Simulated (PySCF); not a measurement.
C₆ coefficients of unlike pairs at TPSSh

Calculated with PySCF 2.14 from the dipole response of each species, C₆(A,B) = (3/π) ∫ α_A(iu) α_B(iu) du, in atomic units, from isotropic polarisabilities. For ions this is the dispersion term alone; charge-induced terms of lower order in 1/R come first.

| species | configuration | basis | relativity | α (bohr³) | C₆ (like pair) |
| --- | --- | --- | --- | --- | --- |
| Xe²⁺ | [Kr] 4d10 5s2 5p4 (3P) | def2-QZVPPD with the def2 core potential (28 electrons) (8s7p5d4f1g) | core potential | 12.81 | 92.64 |
| Ru²⁺ | [Kr] 4d6 (5D) | aug-cc-pVTZ-PP with ECP28MDF (6s6p5d3f2g) | core potential | 8.383 | 45.18 |
| Ne | [Ne] (1S) | dyall-acv3z (15s9p4d2f) | spin-free X2C | 2.480 | 5.988 |

Problem. Estimate C₆ for Ru²⁺ with Xe²⁺.

Solution. The integral gives 64.35. The combination rule 2 C_A C_B / (C_A α_B/α_A + C_B α_A/α_B) gives 64.56 and the geometric mean 64.70.

No spin-orbit coupling is included.

The other pairs:

| pair | C₆ |
| --- | --- |
| Ne, Xe²⁺ | 22.76 |
| Ne, Ru²⁺ | 16.23 |
